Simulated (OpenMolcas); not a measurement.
**Cu6+, Ag6+, Au6+: d⁵ down the group**

| Quantity | Value |
| --- | --- |
| Program | OpenMolcas |
| Method | CASSCF |
| Basis | ANO-RCC-VTZP |
| Scalar Hamiltonian | DKH2, point nucleus |
| Spin-orbit coupling | RASSI with atomic mean-field integrals over the reference wave functions, term energies averaged over their components |

Active space for each ion: 5 electrons in 10 orbitals (d d).

Computed levels in cm-1 above ⁶S_5/2:

```
                               Level   Cu6+   Ag6+   Au6+
                              ⁴G_7/2  50354  35191  30521
                             ⁴G_11/2  50436  35454  32287
                              ⁴G_9/2  50448  35624  34155
                              ⁴P_1/2  58023  40617  36866
                              ⁴D_7/2  62494  43285  42216
                              ⁴D_1/2  62790  45055  48856
                             ²I_11/2  71799  50135  47675
                             ²I_13/2  72101  51497  52826
                           ²F_7/2(1)  83190  61013  69781
weight of ⁶S in the lowest level (%)    100     98     80
```

Mixed levels, with the weight of the term that names them: Ag6+ ²F_7/2(1) (56 %), Au6+ ⁴G_7/2 (61 %), Au6+ ⁴G_11/2 (71 %), Au6+ ⁴P_1/2 (63 %), Au6+ ⁴D_7/2 (59 %), Au6+ ⁴D_1/2 (70 %), Au6+ ²I_11/2 (69 %), Au6+ ²F_7/2(1) (59 %).

Measured, with the error of the calculation in %. Measured levels: Cu6+, Ag6+ from the list in Gamrath, thesis, University of Mons (2023).

| Level | Cu6+ | Ag6+ |
| --- | --- | --- |
| ⁴G_7/2 |  | 30378 (+15.8) |
| ⁴G_11/2 |  | 30662 (+15.6) |
| ⁴G_9/2 |  | 30907 (+15.3) |
| ⁴P_1/2 | 51407 (+12.9) | 34605 (+17.4) |
| ⁴D_7/2 | 55742 (+12.1) | 36485 (+18.6) |
| ⁴D_1/2 | 56210 (+11.7) | 38685 (+16.5) |
| ²I_11/2 | 67757 (+6.0) | 44011 (+13.9) |
| ²I_13/2 | 67918 (+6.2) | 45546 (+13.1) |
| ²F_7/2(1) | 74408 (+11.8) | 53353 (+14.4) |

Without spin-orbit coupling ⁴G lies 50393, 35367, 31660 cm-1 above ⁶S in that order; the difference to the level ⁴G_7/2, of either sign, comes from spin-orbit coupling, which also lowers the zero.

Without dynamic correlation excited terms often stand tens of per cent too high (terms of higher spin than the ground term too low), and those without a measured partner can miss by more than the paired ones. Active for correlation alone: 4d; no level in the range computed is led by a configuration that fills it, so any true level of that kind is missing (holds for Cu6+). Active for correlation alone: 5d; no level in the range computed is led by a configuration that fills it, so any true level of that kind is missing (holds for Ag6+). Active for correlation alone: 6d; no level in the range computed is led by a configuration that fills it, so any true level of that kind is missing (holds for Au6+). Measured partners are found by configuration, term and J. A level has none where our copy of the source lacks it or the pairing is in doubt (some pairs that miss far off the trend of their configuration count as doubtful), and it then counts in no deviation. Levels of configurations outside the active space are missing.

A number in round brackets counts repeated terms of one configuration in the order of the reference energies.
